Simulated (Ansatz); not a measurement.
Computed with Ansatz on PBE0-D4/def2-TZVP structures; ΔE is electronic, products minus reactants. CBS: MP2 limit from def2 TZ/QZ plus the TZ coupled-cluster correction, frozen cores. DFT in def2-TZVPP. B3LYP here is the variant with VWN-RPA as its local correlation; programs differ in this. HSE06 is defined as in plane-wave codes. def2 core potentials past Kr. For I outer-core shells are correlated without core-valence functions, which leaves a few kJ/mol of doubt a bond. One conformer a species, not always the lowest.

`CO[SiH](Cl)I` → `CO[Si]Cl` + HI  (silylene formation by 1,1-elimination)

| level | ΔE (kcal/mol) | difference from CCSD(T)/CBS |
| --- | --- | --- |
| LDA (SPW92) | 51.5 | -0.5 |
| PBE-D4 | 47.7 | -4.3 |
| revPBE-D4 | 47.1 | -4.9 |
| BLYP-D4 | 42.8 | -9.2 |
| r2SCAN-D4 | 53.4 | 1.4 |
| B97M-V | 49.1 | -2.9 |
| r2SCAN0-D4 | 55.6 | 3.6 |
| HSE06-D4 | 52.4 | 0.4 |
| BHLYP-D4 | 52.8 | 0.8 |
| revPBE | 42.4 | -9.6 |
| B3LYP | 43.5 | -8.5 |
| CCSD(T)/def2-SVP | 44.7 | -7.3 |
| HF/def2-TZVPP | 50.1 | -1.9 |
| CCSD(T)/def2-TZVPP | 48.8 | -3.2 |
| MP2/def2-QZVPP | 56.2 | 4.2 |
| SCS-MP2/def2-QZVPP | 53.3 | 1.3 |
| CCSD(T)/CBS | 52.0 | 0 |

Largest T1 diagnostic among the species: 0.014.

From PBE to PBE0 (25 % exact exchange), in def2-TZVPP and without D4, ΔE moves by +4.9 kcal/mol. Leaving LDA and LC-ωPBE aside and taking each functional with its dispersion term where it has one, the values spread over 12.8 kcal/mol, from BLYP-D4 to r2SCAN0-D4. LDA lies +6.1 kcal/mol from PBE without D4.
